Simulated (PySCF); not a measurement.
**Excitation energy of Er by level of theory**

Er [Xe] 4f12 6s2 (high-spin determinant) → Er [Xe] 4f12 6s1 6p1 (high-spin determinant), as a difference of total energies. Computed with PySCF 2.14 in cc-pVDZ-X2C (8s7p5d3f1g, 84 functions), with scalar relativity by spin-free X2C-1e. Correlated levels: valence: [Kr] 4d10 frozen; valence and next inner shell: [Ar] 3d10 frozen. The calculations carry no spin-orbit coupling.

```tsv
method	excitation energy (eV)
UHF	1.201
LDA	2.345
PBE0	1.985
r2SCAN	1.887
MP2 (valence)	2.121
SCS-MP2 (valence)	2.156
MP2 (valence and next inner shell)	2.135
```

Estimate what PBE gives.

2.148 eV, closest to SCS-MP2 (valence) among the rows shown.

Estimate what SCS-MP2 (valence and next inner shell) gives.

2.163 eV, closest to SCS-MP2 (valence) among the rows shown.

A first-order spin-orbit estimate (lowest level to lowest level, LS coupling) adds 0.071 eV.

The basis was made for the ground configuration and has no added diffuse functions, so the excitation energy can come out too high.

The determinant of the upper state and of the lower state mixes LS terms, which raises its energy above the lowest term, most at the Hartree-Fock and MP2 levels.
